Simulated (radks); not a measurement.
Fractional charge and spin in the 3d shell of zinc: the spin-up occupation runs from 4 to 5 and the spin-down occupation from 4 to 5; the fullest corner is Zn, [Ar] 4s2 3d(up 5, down 5). All-electron calculation, non-relativistic Kohn-Sham, PBE, spin-polarised, spherical densities, point nucleus. Program: a radial shooting solver on a logarithmic mesh with Libxc functionals. Energy (eV) minus the two flat planes that join the four corners (they meet along the diagonal where the two added fractions sum to one electron); zero is where a piecewise linear energy would lie.

down \ up,4,4.5,5
4,0.000,-2.398,0.000
4.5,-2.398,0.285,-1.966
5,0.000,-1.966,0.000

Corners above the fullest one (they belong to Zn+ and the next ion): (up 5, down 4) 18.106 eV, (up 4, down 5) 18.106 eV, (up 4, down 4) 54.860 eV. With half an added electron in each spin the energy lies 0.285 eV from the planes, and with half an added electron in spin up alone -2.398 eV. The planes are only a guide here: the flat-plane condition holds for ground states with one frontier orbital, while this shell lies below other occupied shells, so the corners above the fullest one are inner-hole states and not the ground states of those ions.
